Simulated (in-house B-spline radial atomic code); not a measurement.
Successive ionisation energies of iridium; each step leads to the configuration of the next row (after the last: [Ne] 3s2 3p4). NIST's values go from ground level to ground level; the uncertainty of those that are theory runs from under 0.1 % in few-electron ions to several per cent in heavy many-electron ones. Computed with a radial B-spline atomic code at the basis-set limit: non-relativistic Hartree-Fock, average of the configuration, point nuclei.

This level leaves out relativity, spin-orbit splitting included, which matters for heavy ions.

| ion | configuration | ionisation energy (eV) | tabulated value (eV) | tabulated kind | computed minus tabulated (eV) | highest orbital | largest mean radius (bohr) |
| --- | --- | --- | --- | --- | --- | --- | --- |
| Ir45+ | [Ar] 3d10 4s2 4p2 | 2287.8 | 2435 | tabulated theory | -147 | 4p | 0.40228 |
| Ir46+ | [Ar] 3d10 4s2 4p1 | ? | ? | tabulated theory | ? | ? | ? |
| Ir47+ | [Ar] 3d10 4s2 | 2484.0 | 2656 | tabulated theory | -172 | 4s | 0.39896 |
| Ir48+ | [Ar] 3d10 4s1 | 2544.9 | 2720.4 | semi-empirical | -175 | 4s | 0.39696 |
| Ir49+ | [Ar] 3d10 | 4564.5 | 4540 | tabulated theory | 24 | 3d | 0.20424 |
| Ir50+ | [Ar] 3d9 | 4698.9 | 4668 | tabulated theory | 31 | 3d | 0.20326 |
| Ir51+ | [Ar] 3d8 | 4834.8 | 4806 | tabulated theory | 29 | 3d | 0.20228 |
| Ir52+ | [Ar] 3d7 | 4972.2 | 4952 | tabulated theory | 20 | 3d | 0.2013 |
| Ir53+ | [Ar] 3d6 | 5111.1 | 5092 | tabulated theory | 19 | 3d | 0.20034 |
| Ir54+ | [Ar] 3d5 | 5251.5 | 5229 | tabulated theory | 23 | 3d | 0.19938 |
| Ir55+ | [Ar] 3d4 | ? | ? | tabulated theory | ? | ? | ? |
| Ir56+ | [Ar] 3d3 | 5536.7 | 5609 | tabulated theory | -72 | 3d | 0.19748 |
| Ir57+ | [Ar] 3d2 | 5681.5 | 5765 | tabulated theory | -83 | 3d | 0.19654 |
| Ir58+ | [Ar] 3d1 | ? | ? | tabulated theory | ? | ? | ? |
| Ir59+ | [Ne] 3s2 3p6 | 6213.9 | 6315 | tabulated theory | -101 | 3p | 0.19469 |
| Ir60+ | [Ne] 3s2 3p5 | 6339.7 | 6441 | tabulated theory | -101 | 3p | 0.194 |

(1) Fill in the row of Ir46+.

(2) Fill in the row of Ir55+.

(3) Fill in the row of Ir58+.

(4) Where is the largest jump?

## Answers

(1) ionisation energy (eV): 2346.0; tabulated value (eV): 2500; computed minus tabulated (eV): -154; highest orbital: 4p; largest mean radius (bohr): 0.40061.

(2) ionisation energy (eV): 5393.4; tabulated value (eV): 5466; computed minus tabulated (eV): -73; highest orbital: 3d; largest mean radius (bohr): 0.19843.

(3) ionisation energy (eV): 5827.8; tabulated value (eV): 5910; computed minus tabulated (eV): -82; highest orbital: 3d; largest mean radius (bohr): 0.19561.

(4) From Ir48+ to Ir49+, by a factor of 1.79 (2544.9 to 4564.5 eV); the highest orbital goes from 4s to 3d.
